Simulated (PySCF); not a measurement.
## Vertical excitation energies

Compound: C3H12N2Si2.
SMILES: `C=CC[Si@H](N)N[SiH3]`

The calculation used TDDFT CAM-B3LYP/def2-SVPD, vertical, gas phase, core orbitals frozen in the response (PySCF 2.14.0, density-fitted response routines). The structure is a single GFN2-xTB conformer in the gas phase; no vibrational or solvent corrections. Torsions of this conformer, `[CH2:1]=[CH:2][CH2:3][Si@H:4]([NH2:5])[NH:6][SiH3:7]`: C1–C2–C3–Si4 104°, C2–C3–Si4–N5 66°, C3–Si4–N6–Si7 172°, H–N5–Si4–C3 56°, H–N5–Si4–C3 -85°.

Problem. Predict the UV-vis stick spectrum at this level.

Solution. 

| state | E (eV) | λ (nm) | ν̃ (cm⁻¹) | f | \|μ\| (D) | main configurations (H = HOMO, L = LUMO) |
| --- | --- | --- | --- | --- | --- | --- |
| S1 | 6.38 | 194.3 | 51480 | 0.024 | 1.00 | H→L (70%) |
| S2 | 6.53 | 189.9 | 52660 | 0.018 | 0.86 | H-1→L (37%), H-1→L+1 (33%), H-1→L+2 (8%) |
| S3 | 6.66 | 186.1 | 53730 | 0.184 | 2.70 | H→L+1 (72%), H→L+2 (9%) |
| S4 | 6.91 | 179.5 | 55700 | 0.135 | 2.27 | H→L+2 (30%), H-2→L (18%), H→L (14%) |
| S5 | 7.13 | 173.8 | 57530 | 0.024 | 0.94 | H-1→L+1 (49%), H-1→L (37%) |
| S6 | 7.20 | 172.1 | 58110 | 0.0043 | 0.40 | H→L+2 (33%), H-2→L (25%), H→L+4 (17%) |
| S7 | 7.42 | 167.1 | 59860 | 0.026 | 0.96 | H→L+4 (36%), H→L+5 (32%) |
| S8 | 7.51 | 165.1 | 60590 | 0.0051 | 0.42 | H-1→L+3 (40%), H-1→L+2 (21%), H-1→L+6 (15%) |

Triplets, Tamm–Dancoff:

```csv
state,E (eV),λ (nm),"main configurations (H = HOMO, L = LUMO)"
T1,4.32,287.3,"H→L+1 (43%), H-2→L+1 (13%), H→L+2 (12%)"
T2,6.15,201.5,"H→L (48%), H-2→L (18%), H→L+2 (14%)"
T3,6.23,199.1,"H-1→L+1 (36%), H-1→L (35%), H-1→L+2 (8%)"
```

The lowest singlet comes at 194 nm (616 kJ/mol) in the vacuum ultraviolet; it is weak; its leading configuration is HOMO→LUMO (70%). The strongest level in the table is S3 at 6.66 eV (186 nm, f = 0.184). Löwdin shares by element: HOMO carbon 55%, nitrogen 18% or more (atoms not listed hold the other 28%); LUMO silicon 30%, carbon 9% or more, hydrogen 7% or more (atoms not listed hold the other 54%). Weighted by f, the mean energy of these states is 6.81 eV. The listed states span 1.13 eV, and the widest gap between neighbours is 0.25 eV (S3 to S4). The oscillator strengths of these states sum to 0.421; summed over the whole spectrum of an exact calculation they would give the number of electrons, 72 (Thomas–Reiche–Kuhn). Only the lowest 8 singlets were computed, as vertical energies without vibronic structure.

On one thread, Arm Neoverse N1 (aarch64), no GPU, shared host with 64 logical CPUs at a one-minute load of 57, this took 2.1 min (with the writing of density and orbital grids) and 1.1 GiB of memory at its peak.
